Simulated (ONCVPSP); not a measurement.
## Ranking ONCV potentials for F (Z = 9)

All share these settings but for the change named:

```
Element                 : F
Generator               : ONCVPSP 4.0.1
Type                    : optimised norm-conserving Vanderbilt (ONCV)
Functional              : PBE
Relativity              : scalar-relativistic
Frozen core             : [He]
Valence charge          : 7
Reference configuration : 2s2 2p2 (charge +3)
Partial waves           : 2s: rc 0.75 bohr, ncon 4, nbas 8, qcut 9.4 1/bohr, 2 projectors, debl 1.9 Ha; 2p: rc 1.45 bohr, ncon 4, nbas 8, qcut 11.4 1/bohr, 2 projectors, debl 2.1 Ha; d scattering state at 0.22 Ha: rc 1.55 bohr, ncon 4, nbas 8, qcut 5.7 1/bohr, 2 projectors, debl 3.9 Ha
Local potential         : polynomial inside 0.65 bohr (lpopt 2, dvloc0 0 Ha)
Core correction         : polynomial model core, fcfact 0.2
```

In the s channel the program set the typed energies aside and used -3.352, 0.250 Ha. In the p channel the program set the typed energies aside and used -2.674, 0.250 Ha. In the d channel the program set the typed energies aside and used 0.050, 3.950 Ha.

Cutoff: the first of the cutoffs (Ha) at which the residual kinetic energy of the hardest occupied pseudo-wave falls to 1 and 0.1 mHa per electron; the density cutoff is not measured.

The base gives 87 Ha.

Of 8 variants that were run, those that failed, showed a ghost or another fault, or gave nearly equal values are left out.

A variant can come out equal or close to the base.

Problem. Rank these variants from softest to hardest (loose cutoff).
A. all radii but the core radius scaled by about 1.14 (s 0.86, p 1.66, d 1.76 bohr); local potential polynomial inside 0.74 bohr (lpopt 2, dvloc0 0 Ha)
B. s: nproj 1
C. reference 2s2 2p5

Solution. A (44 Ha), C (70 Ha), B (87 Ha).
